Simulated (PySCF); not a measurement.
This PySCF input asks for the NMR shieldings of `InChI=1S/C4H15NOSi3/c1-5-9(7)6-8-4-2-3-4/h4-5,9H,2-3,8H2,1,7H3/t9-/m0/s1`; the geometry comes from GFN2-xTB.

```python
import basis_set_exchange as bse
import numpy as np
from pyscf import gto, dft
from pyscf.prop import nmr

atoms = """
C    -2.240608    1.913144    0.600274
N    -1.276949    1.072499   -0.067077
Si   -1.524523   -0.607552   -0.360643
Si   -2.003994   -1.622089    1.641790
O    -0.123839   -1.148895   -0.995326
Si    1.377661   -1.741634   -0.952361
C     2.614871   -0.336195   -0.752693
C     2.285646    0.860658    0.096412
C     2.348129    1.001437   -1.386939
H    -2.726189    1.335735    1.385709
H    -1.741139    2.771305    1.054830
H    -3.017526    2.285287   -0.077386
H    -0.744652    1.592145   -0.751284
H    -2.438680   -0.887387   -1.486885
H    -1.487529   -2.991154    1.749633
H    -1.506134   -0.913903    2.830790
H    -3.457508   -1.720771    1.842914
H     1.529357   -2.404322   -2.247555
H     1.478957   -2.667143    0.179677
H     3.656878   -0.635665   -0.739194
H     3.074979    1.302624    0.687711
H     1.314720    0.895574    0.567405
H     3.176643    1.540107   -1.824562
H     1.419694    1.125957   -1.924837
"""
names = dict.fromkeys(["C", "N", "Si", "O", "H"], "pcSseg-1")
basis = {el: gto.basis.parse(bse.get_basis(n, elements=[el], fmt="nwchem")) for el, n in names.items()}
mol = gto.M(atom=atoms, basis=basis, charge=0, verbose=0)
mf = dft.RKS(mol, xc="PBE0")
mf.grids.level = 2
mf.grids.alignment = dft.numint.BLKSIZE   # the property module wants whole blocks of grid points
mf.conv_tol = 1e-9
mf.kernel()

calc = nmr.RKS(mf)   # GIAO
C = mf.mo_coeff
Co = C[:, mf.mo_occ > 0]
resp = mf.gen_response(singlet=True, hermi=2)
def vind(x):   # induced exchange potential for any number of trial vectors
    d = np.einsum("pi,xij,qj->xpq", C, 2 * x.reshape(-1, C.shape[1], Co.shape[1]), Co, optimize=True)
    return np.einsum("xpq,pi,qj->xij", resp(d - d.transpose(0, 2, 1)), C, Co, optimize=True).ravel()
mo1, _ = nmr.rhf.solve_mo1(calc, with_cphf=vind)
sigma = calc.kernel(mo1)
for i, s in enumerate(sigma):   # ppm
    print("%2d %-2s %9.2f" % (i, mol.atom_pure_symbol(i), np.trace(s) / 3))
```

Problem. Give the expected output.

Solution. 
```
 0 C     157.79
 1 N     230.92
 2 Si    363.84
 3 Si    476.23
 4 O     297.73
 5 Si    375.18
 6 C     189.32
 7 C     184.53
 8 C     184.83
 9 H      29.38
10 H      28.79
11 H      28.93
12 H      31.49
13 H      25.94
14 H      28.26
15 H      28.30
16 H      28.45
17 H      26.53
18 H      26.44
19 H      32.24
20 H      31.14
21 H      30.72
22 H      31.11
23 H      31.58
```

These numbers come from an equivalent density-fitted implementation of the same equations, which agrees with the script to about 0.01 ppm for H and up to a few tenths of a ppm for heavy atoms, so last digits may differ.

Problem. Turn these shieldings into chemical shifts. δ = σ(ref) − σ, references computed at the same level: 13C (σref 186.93), 29Si (σref 349.16), 1H (σref 31.72) vs TMS; 15N (σref 267.73) against NH3; H2O for 17O (σref 336.08).

Solution. Averaging equivalent atoms: C 0: 29.1; C 7: 2.4; C 8: 2.1; C 6: -2.4; N 1: 36.8; Si 2: -14.7; Si 5: -26.0; Si 3: -127.1; O 4: 38.3; H 13: 5.78; H 18: 5.27; H 17: 5.19; H 14/15/16: 3.38; H 9/10/11: 2.69; H 21: 1.00; H 22: 0.61; H 20: 0.58; H 12: 0.23; H 23: 0.14; H 19: -0.53 ppm. Experimental scales use liquid or dissolved standards, which lie at an offset from isolated NH3 (liquid NH3: subtract about 20 ppm) and H2O (liquid H2O: subtract about 36 ppm).

Size and cost of the density-fitted run: 249 basis functions, 3.3 min wall time on 1 thread of an Intel Xeon, shared host; peak memory 1.1 GiB.
